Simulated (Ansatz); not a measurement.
`C[O][Sn]([Cl])([Cl])[SeH]` + `BN` → `NB[SeH]` + `C[O][SnH]([Cl])[Cl]`  (formal exchange of groups at the Se–Sn bond)

Isolated molecules relaxed with PBE0-D4/def2-TZVP in Ansatz; ΔE leaves out vibrations. CBS: MP2 limit from def2 TZ/QZ plus the TZ coupled-cluster correction, frozen cores. This one scheme is used for every species. DFT in def2-TZVPP. B3LYP here is the variant with VWN-RPA as its local correlation; programs differ in this. def2 core potentials past Kr. For Se, Sn outer-core shells are correlated without core-valence functions, which leaves a few kJ/mol of doubt a bond. Scalar relativity is left out up to krypton. One conformer a species, not always the lowest.

`C[O][Sn]([Cl])([Cl])[SeH]`:

Cartesian coordinates in Å:
```
C 1.007 -1.184 0.875
O -0.063 -0.894 -0.005
Sn -0.636 0.939 -0.275
Cl 1.274 2.150 -0.773
Cl -1.449 1.807 1.705
Se -2.398 0.997 -2.028
H 1.192 -2.259 0.816
H 0.761 -0.932 1.913
H 1.927 -0.659 0.594
H -1.616 0.035 -2.821
```

`BN`:

```xyz
6

B     0.579    0.253   -0.259
N    -0.595   -0.260    0.266
H     0.516    1.092   -1.110
H     1.626   -0.156    0.152
H    -0.616   -0.966    0.983
H    -1.509    0.037   -0.032
```

`NB[SeH]`:

Cartesian coordinates in Å:
```
N -0.368 1.019 0.554
B 0.259 0.014 -0.172
Se -0.488 -1.793 -0.201
H -0.005 1.956 0.585
H -1.210 0.895 1.090
H 1.257 0.247 -0.782
H 0.556 -2.338 -1.073
```

`C[O][SnH]([Cl])[Cl]`:

Z-matrix (Å, degrees):
```
C
O 1 1.414
H 1 1.096 2 111.9
H 1 1.096 2 112.0 3 122.4
H 1 1.092 2 107.4 3 -118.8
Sn 2 1.935 1 120.8 3 -61.3
Cl 6 2.312 2 107.7 1 56.9
Cl 6 2.312 2 107.7 1 -57.1
H 6 1.688 2 109.9 1 179.9
```

| level | ΔE (eV) |
| --- | --- |
| PBE-D4 | 0.18 |
| B3LYP-D4 | 0.25 |
| B2PLYP | 0.20 |
| HF/def2-TZVPP | 0.18 |

Problem. What does CCSD(T)/CBS give? (Best estimate.)

Solution. Computed: +0.22 eV. The listed levels differ from it by -0.04, 0.03, -0.02, -0.04 eV.

Largest T1 diagnostic among the species: 0.013.

The D4 term adds +0.05 eV with B3LYP and +0.03 eV with PBE0; it sums over pairs of atoms, weighted by their polarisabilities, and B3LYP, whose exchange is more repulsive, gets the larger term.
